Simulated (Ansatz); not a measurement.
One geometry of (ClMg-mu-F)2 (Mg₂Cl₂F₂), several levels of theory.

```yaml
crystal:
  periodic: [false, false, false]
  atoms:
    - {symbol: Mg, position_ang: [1.138118, -0.120837, 0.894082]}
    - {symbol: Cl, position_ang: [2.864713, -0.302412, 2.247654]}
    - {symbol: F, position_ang: [0.765233, 0.170375, -0.952749]}
    - {symbol: Mg, position_ang: [-1.139693, 0.117876, -0.892454]}
    - {symbol: Cl, position_ang: [-2.861864, 0.303366, -2.251172]}
    - {symbol: F, position_ang: [-0.766508, -0.168369, 0.954639]}
basis:
  gaussian: {orbitals: 6-31G}
hamiltonian: {xc: {name: B3LYP}, dispersion: d4}
scf: {omitted_lower_state_checks: [starts]}
output: {orbitals: {seedname: orbitals}}
```

The file start.molden holds the orbitals of an earlier run on this structure, at another level or in another basis.

```sh
$ ansatz run in.yaml --threads 4 --pin off --events-out ev --progress --plain --max-ram 3916MiB
```

Shortened log:

```
Functional definition: B3LYP
710 factors; integrals over basis functions are off by at most 1.8e-4 eV
mean field evaluation 1: about -41370.3071 eV, gradient 5.5e1 eV
mean field evaluation 2: about -41363.5564 eV, gradient 8.7e1 eV
mean field evaluation 4: about -41376.1003 eV, gradient 2.0e0 eV
mean field evaluation 8: about -41376.2316 eV, gradient 9.3e-2 eV
mean field -41376.23168498 eV, -1520.5484686059 hartree, gradient 6.1e-5 eV, S^2 0.000000; 0 other end points of the search recorded, 0 dependent functions left out
reference -41376.23199398 eV, -1520.5484799614 hartree; 38, 38 occupied and 32, 32 virtual orbitals, 710 factors
Total energy: -41376.42930636 eV, -1520.5557310575 hartree
Checks for a lower state left out: starts
```

It took 1.8 s on 4 threads of Arm Neoverse N1 on a shared host.

The first input with `gaussian: {orbitals: def2-TZVP, initial_orbitals: start.molden}`, `hamiltonian: {xc: hse06, dispersion: d4}` (abridged; 5.5 s):

```
Functional definition: HSE06
mean field -41361.20621523 eV, -1519.9962927771 hartree, gradient 1.8e-5 eV, S^2 0.000000
Total energy: -41361.30782663 eV, -1520.0000269272 hartree
Checks for a lower state left out: starts
```

First input, but with `hamiltonian: {xc: hf}` (abridged; 0.6 s):

```
Functional definition: HF
mean field -41289.53848383 eV, -1517.3625522264 hartree, gradient 2.3e-5 eV, S^2 0.000000
Total energy: -41289.53848383 eV, -1517.3625522264 hartree
Checks for a lower state left out: starts
```

First input, but with `gaussian: {orbitals: def2-TZVP, initial_orbitals: start.molden}`, `hamiltonian: {xc: {name: PBE-QIDH}}` and without the key `output` (abridged; 8 s):

```
Functional definition: PBE-QIDH
mean field -41342.67958923 eV, -1519.3154518296 hartree, gradient 2.0e-6 eV, S^2 0.000000
14 core orbitals not correlated: weight in the atoms' cores, before any rotation towards them, 1.000 or more for the frozen orbitals, at most 0.000 for the correlated occupied ones
second order -37.99164243 eV of doubles, -0.00000000 eV of singles
Total energy: -41355.34348875 eV, -1519.7808415531 hartree
Checks for a lower state left out: starts
```

The first input with `gaussian: {orbitals: def2-TZVP, initial_orbitals: start.molden}`, `hamiltonian: {xc: {name: LC-wPBE}}` (abridged; 4 s):

```
Functional definition: LC-wPBE
mean field -41367.61702981 eV, -1520.2318858675 hartree, gradient 2.2e-5 eV, S^2 0.000000
Total energy: -41367.61702982 eV, -1520.2318858679 hartree
Checks for a lower state left out: starts
```

As the first input, with `gaussian: {orbitals: def2-TZVP, initial_orbitals: start.molden}`, `hamiltonian: {xc: lda}` (abridged; 1.9 s):

```
Functional definition: SPW92
mean field -41214.35889675 eV, -1514.5997533596 hartree, gradient 1.2e-5 eV, S^2 0.000000
Total energy: -41214.35895273 eV, -1514.5997554170 hartree
Checks for a lower state left out: starts
```

As the first input, with `gaussian: {orbitals: def2-TZVP, initial_orbitals: start.molden}` (abridged; 4.8 s):

```
Functional definition: B3LYP
mean field -41383.37974013 eV, -1520.8111547875 hartree, gradient 6.0e-5 eV, S^2 0.000000
Total energy: -41383.57736269 eV, -1520.8184172828 hartree
Checks for a lower state left out: starts
```

Geometry: r2SCAN-D4/def2-SVP.

LC-ωPBE has ω = 0.4 bohr⁻¹. B3LYP takes the VWN-RPA correlation. HSE06 is defined as in plane-wave codes, on full-range PBE exchange. Correlated methods freeze 14 core orbitals; core or outer-core shells of Mg are correlated, in sets that lack core-valence functions.
